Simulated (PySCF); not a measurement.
# Unknown compound

An unknown has the formula C₆H₁₀O₂. Its calculated NMR data are:

1H NMR (400 MHz, computed): δ 6.33 (m, 1H), 5.83 (m, 1H), 5.14 (m, 1H), 4.94 (m, 1H), 4.35 (m, 1H), 4.21 (m, 1H), 1.90 (d, 3H), 1.11 (br s, 1H).

13C{1H} NMR (computed): δ 144.2, 131.2, 96.5, 82.2, 81.9, 22.4.

Computational details: structure optimised with GFN2-xTB, PBE0/pcSseg-1 with gauge-including orbitals, in PySCF 2.14 (one averaged value for each set of equivalent atoms, a single conformation, non-relativistic, isolated molecule).

Scale: TMS for 1H (σref 31.72) and 13C (σref 186.93) (reference shieldings calculated alike).

Choose the structure that fits.
A. O=CC1CCOCC1
B. C=C(COC)C(C)=O
C. C/C=C/[C@@H]1OC[C@H]1O
D. C=C/C=C/OCOC

Answers

C. 

1. Rings plus π bonds: 2 (1 ring in the answer).
2. 6 carbon signals for 6 carbons: no two carbons are equivalent.
3. Carbon types of the structure: 4 × CH, 1 × CH2, 1 × CH3, leaving 1 H on heteroatoms.
4. δC 144.2, 131.2: alkene CH; an sp2 carbon of a C=C bond.
5. δC 96.5: allylic sp3 CH bonded to O; deshielded by the electronegative neighbour.
6. δC 82.2: sp3 CH bonded to O; pulled downfield by the heteroatom.
7. δC 81.9: sp3 CH2 bonded to O; pulled downfield by the heteroatom.
8. δH 4.94, 4.35: hydrogen on an sp3 CH2 bonded to O; its carbon carries O, an electronegative neighbour.

The others: O=CC1CCOCC1 would give 4 carbon signals, not 6; C=C/C=C/OCOC has carbons computed at 155.9, 141.4, 117.8, 111.0, 98.4, 59.0, with a different DEPT pattern; C=C(COC)C(C)=O would give 5 signals for carbon-bound and other non-exchanging H, not 7.

Exchangeable OH/NH protons stand at their gas-phase positions; hydrogen bonding in a real sample shifts them, mostly to higher δ. Shifts are as computed. Against solution values, carbons near 30 ppm lie about +3 ppm off and those near 130 ppm about +5 ppm. Of 1211 compounds with measured shifts, 218 miss one by over three times the rms of a fit or turn the order of signals round; such compounds aren't used in these exercises. Multiplicities follow the n + 1 count of equivalent neighbours, as no J values were calculated; m marks all less simple cases, F and P coupling included.
